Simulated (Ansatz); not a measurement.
Basis-set series for CH$_{6}$GaNSi, SMILES `N=C[SiH2][GaH2]`. The species carries charge 0 and has multiplicity 1. All single points use the PBE0-D4/def2-TZVP geometry. It is one conformer, not always the lowest.

Z-matrix (Å, degrees):
```
Si
C 1 1.923
Ga 1 2.445 2 77.8
H 1 1.493 2 106.9 3 -123.3
H 1 1.493 2 107.0 3 123.4
N 2 1.280 1 107.4 3 0.1
H 2 1.095 1 132.6 3 -180.0
H 3 1.573 1 118.5 2 97.6
H 3 1.573 1 118.5 2 -97.7
H 6 1.019 2 117.6 1 180.0
```

```json
{"functional": "PBE0-D4", "basis": "def2-TZVPP", "functions": "236", "energy (Eh)": "-2310.34740", "HOMO (eV)": "-6.88", "LUMO (eV)": "-1.79"}
{"functional": "PBE0-D4", "basis": "def2-QZVPP", "functions": "453", "energy (Eh)": "-2310.40562", "HOMO (eV)": "-6.89", "LUMO (eV)": "-1.82"}
{"functional": "ωB97M-V", "basis": "def2-TZVPP", "functions": "236", "energy (Eh)": "-2310.65697", "HOMO (eV)": "-8.90", "LUMO (eV)": "0.48"}
{"functional": "ωB97M-V", "basis": "def2-QZVPP", "functions": "453", "energy (Eh)": "-2310.71308", "HOMO (eV)": "-8.90", "LUMO (eV)": "0.42"}
```

(1) Give the rows for def2-SVP. (Best estimate.)

Answers

(1) Computed: 
| functional | basis | functions | energy (Eh) | HOMO (eV) | LUMO (eV) |
| --- | --- | --- | --- | --- | --- |
| PBE0-D4 | def2-SVP | 108 | -2309.89358 | -6.87 | -1.69 |
| ωB97M-V | def2-SVP | 108 | -2310.19889 | -8.85 | 0.67 |

Positive LUMOs are unbound and depend on the basis. Scalar relativity is left out up to krypton.
